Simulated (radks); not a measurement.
Results of a calculation; reference values are marked as such.
Task: The carbon ion C3+, [He] 2s1. Level of theory: non-relativistic Kohn-Sham, LDA (Slater exchange, Perdew-Wang correlation), spin-polarised, spherical densities, point nucleus (a radial shooting solver on a logarithmic mesh with Libxc functionals). Every spin shell is full or empty, so the densities are truly spherical. Functionals are evaluated on that one density, not self-consistently. Rank these orbital-free kinetic functionals by their error against the exact value of the orbitals, and give that value: Thomas-Fermi, von Weizsacker, TF + vW, TF + vW/9, LC94, revAPBEK, Perdew 92, Thakkar, Pearson, LKT, PG1, DePristo-Kress, Ernzerhof.

Result: Exact: 34.2659 hartree. From best to worst, with 100 (|E| - |E exact|)/|E exact| (equal figures are ties): DePristo-Kress -0.12, LC94 +0.34, TF + vW/9 +0.53, Perdew 92 +0.55, Thakkar +0.55, revAPBEK +1.12, Ernzerhof +3.32, Pearson -3.96, von Weizsacker -5.56, Thomas-Fermi -9.96, PG1 +48.47, LKT +55.79, TF + vW +84.48.
